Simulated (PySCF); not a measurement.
## Zr⁺: ionisation energy

Zr⁺ [Kr] 4d2 5s1 (4F) → Zr²⁺ [Kr] 4d2 (3F), as a difference of total energies. All numbers are calculated (PySCF 2.14, scalar relativity through the core potential, in def2-SVP with the def2 core potential (28 electrons)). Correlated levels: valence: 4s2 4p6 frozen. The calculations carry no spin-orbit coupling.

| method | ionisation energy (eV) | difference from reference (eV) |
| --- | --- | --- |
| UHF | 12.300 | -0.830 |
| BP86 | 13.507 | +0.377 |
| PBE0 | 13.204 | +0.074 |
| MP2 (valence) | 12.469 | -0.661 |
| SCS-MP2 (valence) | 12.356 | -0.774 |

Reference: 13.13 eV (measured; NIST Atomic Spectra Database, ionization energies).

The reference lies between the lowest fine-structure levels, while these numbers refer to the centres of the terms.

Errors of the correlated levels include the incompleteness of this basis and the frozen core.
